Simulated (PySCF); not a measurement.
All values are calculated (PySCF 2.14.0 with density-fitted response routines): σ from GIAO-PBE0/pcSseg-1, GFN2-xTB structure. No solvent, averaged over atoms made equivalent by symmetry, fast rotation or ring inversion, no relativistic terms, one conformer.

Chemical shifts δ = σref − σ; TMS for 1H (σref 31.72), 13C (σref 186.93), all at this level. Shifts are as computed. Against solution values, carbons near 30 ppm lie about +3 ppm off and those near 130 ppm about +5 ppm. Of 1211 compounds with measured shifts, 218 miss one by over three times the rms of a fit or turn the order of signals round; such compounds aren't used in these exercises.

Task: Order these molecules by the shift of their most deshielded carbon-bound hydrogen, lowest δ first.
A. COc1ccc(OC)nc1
B. CCc1nnn(C)c1C
C. C/C=C\[P@H](=O)P(C)C

Result: B (3.99 ppm, hydrogen on a methyl carbon bonded to N), C (6.57 ppm, hydrogen on an alkene CH), A (7.84 ppm, hydrogen on an aromatic CH next to a ring nitrogen).

Task: Order these molecules by the shift of their most deshielded carbon, lowest δ first.
A. COc1ccc(OC)nc1
B. CCc1nnn(C)c1C
C. Cc1cnnn1C(C)C

Result: C (136.1 ppm, substituted aromatic carbon next to a ring nitrogen), B (151.5 ppm, substituted aromatic carbon next to a ring nitrogen), A (166.0 ppm, aromatic carbon bearing oxygen).

Task: How many 13C and 1H signals does each give (equivalence by symmetry and fast rotation, but not about amide C–N or C=N bonds)? `C/C=C\[P@H](=O)P(C)C`, `CCc1nnn(C)c1C`, `COc1ccc(OC)nc1`, `Cc1cnnn1C(C)C`

Result: C/C=C\[P@H](=O)P(C)C: 4 C, 5 H; CCc1nnn(C)c1C: 6 C, 4 H; COc1ccc(OC)nc1: 7 C, 5 H; Cc1cnnn1C(C)C: 5 C, 4 H.
